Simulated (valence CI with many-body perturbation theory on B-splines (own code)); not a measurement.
The numbers below are computed, except where a source is named.
**Hyperfine factors and g values of Bi³⁴⁺**

Method: valence CI with perturbative core correlation (CI+MBPT): three valence electrons over a frozen Dirac-Fock core [Kr] 4d10, radial functions for each j: 8 s, 8 p, 9 d, 9 f, 6 g, 3 h, 2 i, with the one-electron correlation potential Σ1, the two-electron term Σ2, the three-electron term Σ3, Breit, model QED; selected CI, second order for the rest, scaled by the run's own slope (own B-spline code, finite nucleus).

No measured spectrum was set against this ion. As an estimate, large intervals hold to a few tenths of a per cent, small ones and those within an open d or f shell to about a per cent. Core correlation moves these levels by up to 7400 cm⁻¹, and in measured spectra 5 to 20 % of such shifts remained as error; rates that hang on mixing are uncertain with them. The list stops below the first excitations out of the core. Only levels of the ground parity were solved; by the run's estimate the other parity begins above the list, which can be wrong where configurations are misplaced.

A/g_I is the dipole constant over the nuclear g factor μ/I (μ in nuclear magnetons, uniformly magnetised nucleus), B/Q the quadrupole constant per barn. Both hold the static response of the core; the bare values leave it out. Large factors of s and p1/2 electrons are usually good to 5 to 10 %; those of open d and f shells near neutrality can be off by tens of per cent, and small factors of p3/2, d and f electrons come from cancelling terms and can be off by a factor of two or in sign, in half-filled shells by more. B is blank for J = 1/2, where it vanishes, and for nearly pure S terms. Energies count from the lowest level.

Levels are named by their leading jj configuration (3d3/2^4 stands for four electrons in 3d with j = 3/2), which in mixed levels can hold well under half, so a name can repeat and another be missing. Letters in brackets count levels of one name in rising energy.

| Level | E (cm⁻¹) | g | A/g_I (MHz) | A/g_I bare | B/Q (MHz/b) | B/Q bare |
| --- | --- | --- | --- | --- | --- | --- |
| (4f5/2^3) J=9/2 | 0 | 0.783 | 7770 | 7510 | 1700 | 1560 |
| (4f5/2^3) J=3/2 | 46159 | 0.725 | 8130 | 7740 | -894 | -815 |
| (4f5/2^2 4f7/2) J=11/2 [a] | 50084 | 0.972 | 5730 | 5800 | 2820 | 2540 |
| (4f5/2^3) J=5/2 | 71880 | 0.791 | 7460 | 7190 | 1920 | 1760 |
| (4f5/2^2 4f7/2) J=9/2 | 77927 | 1.005 | 5700 | 5870 | -2920 | -2670 |
| (4f5/2^2 4f7/2) J=13/2 | 82886 | 1.058 | 5080 | 5330 | 5650 | 5090 |
| (4f5/2^2 4f7/2) J=5/2 [a] | 92863 | 0.923 | 5900 | 5850 | -5690 | -5190 |
| (4f5/2^2 4f7/2) J=3/2 [a] | 93962 | 1.408 | 1590 | 2490 | -2240 | -2090 |
| (4f5/2^2 4f7/2) J=7/2 [a] | 95194 | 1.020 | 5440 | 5620 | -5920 | -5410 |
| (4f5/2^2 4f7/2) J=15/2 | 106090 | 1.100 | 4860 | 5210 | 9540 | 8580 |
| (4f5/2^2 4f7/2) J=7/2 [b] | 112230 | 1.055 | 4640 | 4840 | 3340 | 3010 |
| (4f5/2^2 4f7/2) J=11/2 [b] | 128620 | 1.087 | 4640 | 4930 | 2630 | 2290 |
| (4f5/2 4f7/2^2) J=13/2 [a] | 130060 | 0.987 | 5220 | 5280 | 8710 | 7910 |
| (4f5/2^2 4f7/2) J=1/2 | 130640 | 0.311 | 15800 | 15000 |  |  |
| (4f5/2^2 4f7/2) J=3/2 [b] | 131150 | 1.097 | 4890 | 5230 | 1490 | 1390 |
| (4f5/2 4f7/2^2) J=9/2 [a] | 132070 | 1.157 | 3900 | 4310 | 1870 | 1650 |
| (4f5/2^2 4f7/2) J=5/2 [b] | 134290 | 1.153 | 4420 | 4880 | 4630 | 4240 |
| (4f5/2 4f7/2^2) J=9/2 [b] | 149200 | 1.081 | 4770 | 5060 | -2220 | -2010 |
| (4f5/2 4f7/2^2) J=7/2 [a] | 151540 | 1.040 | 4570 | 4720 | -5600 | -5090 |
| (4f5/2 4f7/2^2) J=15/2 | 151740 | 1.051 | 4770 | 4970 | 12300 | 11200 |
| (4f5/2 4f7/2^2) J=11/2 [a] | 157770 | 1.048 | 4620 | 4800 | 3400 | 3050 |
| (4f5/2 4f7/2^2) J=3/2 [a] | 162630 | 1.200 | 2350 | 2730 | -648 | -564 |
| (4f5/2 4f7/2^2) J=5/2 [a] | 173430 | 1.184 | 3310 | 3740 | -5790 | -5280 |
| (4f5/2 4f7/2^2) J=9/2 [c] | 182020 | 1.031 | 4630 | 4770 | 4530 | 4120 |
| (4f5/2 4f7/2^2) J=11/2 [b] | 182700 | 1.124 | 4240 | 4600 | 1420 | 1260 |
| (4f5/2 4f7/2^2) J=1/2 | 186400 | 0.344 | 13400 | 12400 |  |  |
| (4f5/2 4f7/2^2) J=7/2 [b] | 189330 | 1.369 | 1840 | 2650 | 9540 | 8620 |
| (4f5/2 4f7/2^2) J=13/2 [b] | 193220 | 1.060 | 4850 | 5080 | 7110 | 6480 |
| (4f5/2 4f7/2^2) J=3/2 [b] | 197900 | 1.017 | 5300 | 5450 | 4850 | 4380 |
| (4f5/2 4f7/2^2) J=17/2 | 198700 | 1.055 | 4780 | 4990 | 19400 | 17600 |
| (4f7/2^3) J=15/2 | 210060 | 1.044 | 4300 | 4430 | 11900 | 10800 |
| (4f5/2 4f7/2^2) J=5/2 [b] | 210190 | 1.013 | 5840 | 6050 | -197 | -152 |
| (4f7/2^3) J=9/2 | 213930 | 1.108 | 3840 | 4110 | -3060 | -2770 |
| (4f7/2^3) J=3/2 | 240330 | 1.061 | 4090 | 4250 | -5980 | -5400 |
| (4f7/2^3) J=11/2 | 242710 | 1.091 | 4030 | 4270 | 2460 | 2250 |
| (4f5/2 4f7/2^2) J=7/2 [c] | 245570 | 1.137 | 4320 | 4720 | 5160 | 4680 |
| (4f5/2 4f7/2^2) J=7/2 [d] | 249150 | 0.953 | 4650 | 4560 | 11800 | 10700 |
| (4f5/2 4f7/2^2) J=9/2 [d] | 251810 | 1.078 | 4730 | 5010 | 4340 | 3980 |
| (4f7/2^3) J=5/2 | 262270 | 1.126 | 4270 | 4630 | 8740 | 7890 |
| (4f7/2^3) J=7/2 | 339780 | 1.111 | 3960 | 4250 | 7980 | 7250 |

Task: Take the isotope of mass number 207, with I = 9/2, μ = 4.0729 μN, leaving out the quadrupole term. What is the hyperfine structure of (4f5/2^2 4f7/2) J=5/2 [a]?

Result: From the table A = 5340 MHz. Shifts from the centre of gravity in MHz: F = 2: -73400, F = 3: -57400, F = 4: -36000, F = 5: -9340, F = 6: 22700, F = 7: 60100.
